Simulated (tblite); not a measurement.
Species: C2H6BN (charge -1 and doublet state).
SMILES with atom numbers: `[BH2-:1]/[CH:2]=[N:3]/[CH3:4]` (hydrogens: H5, H6 on B1; H7 on C2; H8, H9, H10 on C4)
Bond orders are those of one Lewis drawing.

Computed with GFN2-xTB (tblite), gas phase: L-BFGS steps from a force-field or distance-geometry start until the largest atomic force falls under 0.01 eV/Å.

Step 11: E = -315.8543 eV
```
atom  x, y, z in Å  |  force x, y, z in eV/Å
B1      2.0767    0.0038   -0.0044    0.058   0.045   0.008
C2      0.6175   -0.2831   -0.0826   -0.099  -0.334  -0.435
N3     -0.3359    0.6532   -0.1028   -0.123   0.085   0.155
C4     -1.6988    0.2425    0.0372    0.066   0.171  -0.130
H5      2.4486    1.1235   -0.1157    0.188   0.191   0.124
H6      2.9285   -0.8317    0.2067   -0.248  -0.046  -0.180
H7      0.2666   -1.3481   -0.2214    0.018   0.087   0.426
H8     -2.1600   -0.2018   -0.8900    0.189   0.125   0.271
H9     -2.2883    1.1469    0.2986    0.030  -0.323  -0.125
H10    -1.8461   -0.5005    0.8518   -0.080  -0.001  -0.115
```

Step 12: E = -315.8753 eV
```
atom  x, y, z in Å  |  force x, y, z in eV/Å
B1      2.0755    0.0006   -0.0187    0.122   0.136   0.102
C2      0.6118   -0.2746   -0.0750    0.093  -0.248  -0.420
N3     -0.3378    0.6676   -0.1021   -0.109  -0.139   0.081
C4     -1.6960    0.2442    0.0295   -0.047   0.065  -0.029
H5      2.4658    1.1214   -0.0922    0.128   0.127   0.069
H6      2.9299   -0.8394    0.1778   -0.305  -0.046  -0.182
H7      0.2721   -1.3445   -0.1856   -0.090   0.128   0.362
H8     -2.1696   -0.2012   -0.8893    0.291   0.080   0.174
H9     -2.2995    1.1304    0.2887   -0.037  -0.083  -0.045
H10    -1.8433   -0.4998    0.8443   -0.046  -0.020  -0.112
```

**Question.** Estimate the geometry and energy of step 13. (The exact step hangs on the optimiser's Hessian estimate; all steps are aligned on step 12, rigid shifts and turns removed.)

**Answer.** E = -315.8937 eV, largest force 0.373 eV/Å
```
atom  x, y, z in Å  |  force x, y, z in eV/Å
B1      2.0753    0.0015   -0.0278    0.105   0.174   0.126
C2      0.6086   -0.2707   -0.0777    0.225  -0.049  -0.294
N3     -0.3395    0.6761   -0.1000   -0.030  -0.262  -0.013
C4     -1.6937    0.2461    0.0235   -0.088  -0.053   0.094
H5      2.4822    1.1222   -0.0723    0.066   0.057   0.029
H6      2.9249   -0.8469    0.1511   -0.302  -0.051  -0.169
H7      0.2745   -1.3405   -0.1496   -0.158   0.087   0.264
H8     -2.1716   -0.1991   -0.8856    0.311   0.001  -0.009
H9     -2.3092    1.1156    0.2800   -0.106   0.155   0.038
H10    -1.8426   -0.4996    0.8358   -0.024  -0.059  -0.064
```

The energy changes by -0.0184 eV. The first-order estimate −F·Δx gives -0.0252 eV and the mean of the old and new forces, exact on a quadratic surface, -0.0184 eV. The step makes an angle of 62° with the force vector and moves no atom by more than 0.036 Å.

What follows is the cost of the whole relaxation. On one thread of an Arm Neoverse V1, shared host, this took 0.25 s of wall time.
